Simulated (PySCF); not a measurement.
Vertical excitations of a molecule C₂H₆N, multiplicity 2 from TDA-CAM-B3LYP/def2-SVPD run with PySCF, as energy in eV (oscillator strength): 4.55 (0.005), 5.60 (0.016), 6.17 (0.006), 6.39 (0.006), 6.61 (0.014), 6.67 (0.004), 6.81 (0.002), 7.00 (0.010), 7.39 (0.023), 7.58 (0.001). Geometry: B3LYP-D3(BJ)/def2-TZVP. Other conformers were not sampled.

**Question.** Pick the molecule that these values belong to.
A) C[N]C
B) [CH2]NC
C) [CH2]CN
D) C[CH]N

**Answer.** C, [CH2]CN
